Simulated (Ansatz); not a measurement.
Isolated molecules relaxed with PBE0-D4/def2-TZVP in Ansatz; ΔE leaves out vibrations. CCSD(T)/CBS adds triple-zeta CCSD(T) − MP2 to the extrapolated MP2 energy (def2 sets, frozen cores). This one scheme is used for every species. Functionals use def2-TZVPP. One conformer a species, not always the lowest.

Reaction (substitution at a C–O bond): `CC(=O)OC1CCCCC1` + `OBF` → `CC(=O)OBF` + `OC1CCCCC1`

```
          species  PBE-D4 energy (Eh)
`CC(=O)OC1CCCCC1`          -463.36469
            `OBF`          -201.09931
      `CC(=O)OBF`          -353.63547
      `OC1CCCCC1`          -310.81866
```

**Question.** Work out ΔE.

**Answer.** ΔE = (-353.63547) + (-310.81866) − (-463.36469) − (-201.09931) = 0.00987 Eh = +6.2 kcal/mol. CCSD(T)/CBS gives +5.9 kcal/mol.

Largest T1 diagnostic among the species: 0.015.

In def2-TZVPP, CCSD(T) changes the Hartree–Fock value by +3.3 kcal/mol (the triples alone add +0.7 kcal/mol) and MP2 by +3.7 kcal/mol. The D4 term adds +1.2 kcal/mol with B3LYP and +0.8 kcal/mol with PBE0; it sums over pairs of atoms, weighted by their polarisabilities, and B3LYP, whose exchange is more repulsive, gets the larger term.

B3LYP here is the variant with VWN-RPA as its local correlation; programs differ in this.
